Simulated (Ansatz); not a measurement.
Energy needed to pull apart CH4OTe (SMILES OC[TeH]), singlet, into free ground-state atoms, from the structure below (displaced at random from a GFN2-xTB minimum); no zero-point or spin–orbit terms; open-shell atoms are treated unrestricted, in their ground-state multiplicity.

O1  (-1.300, -0.146, -0.535)
C2  (-0.282, 0.520, 0.167)
Te3  (1.711, 0.175, -0.657)
H4  (-1.236, -1.076, -0.351)
H5  (-0.253, 0.283, 1.214)
H6  (-0.464, 1.554, 0.021)
H7  (1.819, -1.303, 0.099)
(Å)

Program: Ansatz 0.2.0. Basis: def2-TZVPP. Cores are frozen in the correlated methods. Filled d shells of the heavier atoms are correlated. Core potentials replace the inner electrons of the atoms past krypton. The def2 sets are not built for correlating such inner shells, so the correlated values are less sure here. B3LYP uses VWN-RPA correlation.

| method | atomization energy (eV) |
| --- | --- |
| PBE-D4 | 23.74 |
| r2SCAN-D4 | 23.13 |
| PBE0-D4 | 23.09 |
| B3LYP-D4 | 23.13 |
| r2SCANh-D4 | 22.91 |
| wB97M-V | 23.06 |
| HF | ? |
| MP2 | 22.82 |
| CCSD | ? |
| CCSD(T) | 22.54 |

Question: What does HF give? (Judge from chemistry; the value comes from the calculation.)

Answer: Computed: 15.50 eV, which is about 7.04 eV less than CCSD(T)/def2-TZVPP.

Question: What does CCSD give? (Judge from chemistry; the value comes from the calculation.)

Answer: By the calculation: 22.10 eV, which is about 0.44 eV less than CCSD(T)/def2-TZVPP.

In triple zeta the MP2 and coupled-cluster atomization energies are still short of their basis limit by a few kcal/mol a bond, whereas those of the functionals are nearly converged, so these differences are not deviations from converged CCSD(T).

No T1 diagnostic of these runs exceeds 0.012.

For scale, one of the runs: CCSD(T)/def2-TZVPP forces, 168 basis functions (an equivalent command: `ansatz run in.yaml --threads 4`). Hardware: 4 CPU threads, shared host. Wall time 3.7 min; peak host memory 3 GiB.
